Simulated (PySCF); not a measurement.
# Quadrupolar nuclei of `O=C([C@H]1CO1)C(F)(F)F` in NMR

C4H3F3O2.
Cartesian coordinates in Å at the GFN2-xTB level; atoms count from 1:
```
atom  x, y, z in Å
O1     0.7890    0.0345    1.7178
C2     0.6134    0.0463    0.5371
C3    -0.6084    0.5008   -0.1799
C4    -1.9265    0.1559    0.4042
O5    -1.4105    1.4359    0.4750
C6     1.7025   -0.4740   -0.4513
F7     2.7736   -0.9484    0.1687
F8     2.1021    0.4947   -1.2860
F9     1.2003   -1.4599   -1.2158
H10   -0.5235    0.6128   -1.2570
H11   -1.9514   -0.4017    1.3342
H12   -2.7595    0.0024   -0.2729
```

Computed at B3LYP/pcJ-1 (PySCF, non-relativistic):

| atom | environment | nucleus | spin I | Q (b) | CQ = χzz (MHz) | η |
| --- | --- | --- | --- | --- | --- | --- |
| O1 | ketone oxygen | 17O | 5/2 | -0.0256 | 11.977 | 0.592 |
| O5 | epoxide oxygen | 17O | 5/2 | -0.0256 | 13.940 | 0.131 |

Q: PQ = |CQ|√(1 + η²/3), νQ = 3|CQ|/[2I(2I − 1)], ν0 = |g|·7.62259 MHz/T·B with g(17O) = −0.75752: values at 16.45 T?

A: 
```csv
atom,PQ (MHz),νQ (MHz),ν0 (MHz),νQ/ν0
O1,12.66,1.797,94.99,0.019
O5,13.98,2.091,94.99,0.022
```

For O1: PQ = 11.98 × 1.0569, νQ = 11.98 × 0.1500, ν0 = 5.7742 MHz/T × 16.45 T.

Q: Second-order quadrupolar shift of the central transition's centre of gravity (half-integer spins, νQ < ν0/10) at 16.45, 18.8 and 23.5 T.

A: From −(3/40)(PQ/ν0)²[I(I + 1) − 3/4]/[I(2I − 1)]², which goes as 1/B² (ppm):

| site | 16.45 T | 18.8 T | 23.5 T |
| --- | --- | --- | --- |
| 17O at O1 | -107 | -81.6 | -52.2 |
| 17O at O5 | -130 | -99.5 | -63.7 |

Q: In the extreme-narrowing limit, with isotropic tumbling and one correlation time, the quadrupolar linewidth goes as PQ². What relative widths follow for the 17O sites?

A: O5 1, O1 0.82, with O5 as 1.

The structure is a single GFN2-xTB conformer in the gas phase; no vibrational or solvent corrections. GFN2-xTB bond lengths can be off by several hundredths of an ångström, more for odd bonds, and the gradients follow them. The small basis limits the accuracy of the gradients.
